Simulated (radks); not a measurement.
The numbers below are computed, except where a source is named.
Problem. Sm+, 61 electrons, occupied as [Xe] 4f5.5 5d0.5 6s1 (fractional occupations, a model configuration). Code: a radial shooting solver on a logarithmic mesh with Libxc functionals. Model: Dirac Kohn-Sham, BLYP, spin-unpolarised, spherical densities, finite nucleus; open shells fill j = l - 1/2 first; Fermi nuclear charge, rms radius 5.0819 fm.

Spin-orbit splittings of the eigenvalues, e(l+1/2) - e(l-1/2), with zeta = 2 splitting/(2l+1) and mean radii in bohr:

shell  occ.  splitting (eV)  zeta (eV)  <r> j=l-1/2  <r> j=l+1/2
2p        6           603.1      402.0      0.08072      0.08735
3p        6           122.1      81.38       0.2442       0.2570
3d       10               ?          ?       0.2286       0.2326
4p        6           26.88      17.92       0.5928       0.6218
4d       10           4.808      1.923       0.6637       0.6740
4f      5.5          0.5653     0.1615       0.9578       0.9730
5p        6           3.655      2.437        1.576        1.670
5d      0.5          0.2509     0.1003        2.697        2.761

Estimate the 3d splitting.

Solution. 26.51 eV (zeta = 10.61 eV).
